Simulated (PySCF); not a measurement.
A PySCF script (with the pyscf-properties extension) for the NMR shieldings of SMILES c1ccc([Si]c2ccccc2)cc1, C12H10Si, on a PBE0-D3(BJ)/def2-SVP geometry:

```python
import basis_set_exchange as bse
import numpy as np
from pyscf import gto, dft
from pyscf.prop import nmr

atoms = """
C    -3.743692   -0.080542   -1.056107
C    -2.669597    0.810687   -1.081451
C    -1.555189    0.581312   -0.278917
C    -1.496039   -0.530495    0.585342
Si   -0.095380   -0.900727    1.809871
C     1.414856   -0.195905    0.904494
C     2.499701    0.217410    1.702867
C     3.676047    0.703540    1.137275
C     3.809972    0.744096   -0.250457
C     2.764797    0.306770   -1.065968
C     1.578902   -0.146955   -0.494463
C    -2.609903   -1.392555    0.617991
C    -3.712592   -1.187028   -0.207584
H    -4.613914    0.094791   -1.693900
H    -2.701393    1.685627   -1.735825
H    -0.718274    1.284152   -0.315517
H     2.415932    0.155126    2.793404
H     4.497158    1.036283    1.777102
H     4.737458    1.108493   -0.699631
H     2.876163    0.325033   -2.153166
H     0.766818   -0.480456   -1.146220
H    -2.608454   -2.243552    1.307988
H    -4.557082   -1.880092   -0.179287
"""
names = dict.fromkeys(["C", "Si", "H"], "pcSseg-1")
basis = {el: gto.basis.parse(bse.get_basis(n, elements=[el], fmt="nwchem")) for el, n in names.items()}
mol = gto.M(atom=atoms, basis=basis, charge=0, verbose=0)
mf = dft.RKS(mol, xc="PBE0")
mf.grids.level = 2
mf.grids.alignment = dft.numint.BLKSIZE   # the property module wants whole blocks of grid points
mf.conv_tol = 1e-9
mf.kernel()

calc = nmr.RKS(mf)   # GIAO
C = mf.mo_coeff
Co = C[:, mf.mo_occ > 0]
resp = mf.gen_response(singlet=True, hermi=2)
def vind(x):   # induced exchange potential for any number of trial vectors
    d = np.einsum("pi,xij,qj->xpq", C, 2 * x.reshape(-1, C.shape[1], Co.shape[1]), Co, optimize=True)
    return np.einsum("xpq,pi,qj->xij", resp(d - d.transpose(0, 2, 1)), C, Co, optimize=True).ravel()
mo1, _ = nmr.rhf.solve_mo1(calc, with_cphf=vind)
sigma = calc.kernel(mo1)
for i, s in enumerate(sigma):   # ppm
    print("%2d %-2s %9.2f" % (i, mol.atom_pure_symbol(i), np.trace(s) / 3))
```

Problem. Give the expected output.

Solution. 
```
 0 C      46.43
 1 C      51.56
 2 C      49.67
 3 C      18.80
 4 Si   -233.22
 5 C      18.96
 6 C      34.03
 7 C      50.64
 8 C      46.30
 9 C      51.57
10 C      49.61
11 C      34.37
12 C      50.65
13 H      23.61
14 H      23.67
15 H      23.85
16 H      22.70
17 H      23.40
18 H      23.61
19 H      23.67
20 H      23.86
21 H      22.72
22 H      23.40
```

These numbers come from an equivalent density-fitted implementation of the same equations, which agrees with the script to about 0.01 ppm for H and up to a few tenths of a ppm for heavy atoms, so last digits may differ.

Problem. Turn these shieldings into chemical shifts. Chemical shifts δ = σref − σ; ¹³C (σ = 184.41 ppm) and ²⁹Si (σ = 351.99 ppm) and ¹H (σ = 31.27 ppm) against TMS, all at this level.

Solution. Averaging equivalent atoms: C 3/5: 165.5; C 2/6/10/11: 142.5; C 0/8: 138.0; C 1/7/9/12: 133.3; Si 4: 585.2; H 15/16/20/21: 7.98; H 14/17/19/22: 7.73; H 13/18: 7.66 ppm. 

Size and cost of the density-fitted run: 278 basis functions, 82 s wall time on 1 thread of an Arm Neoverse V1, shared host; peak memory 1.7 GiB.
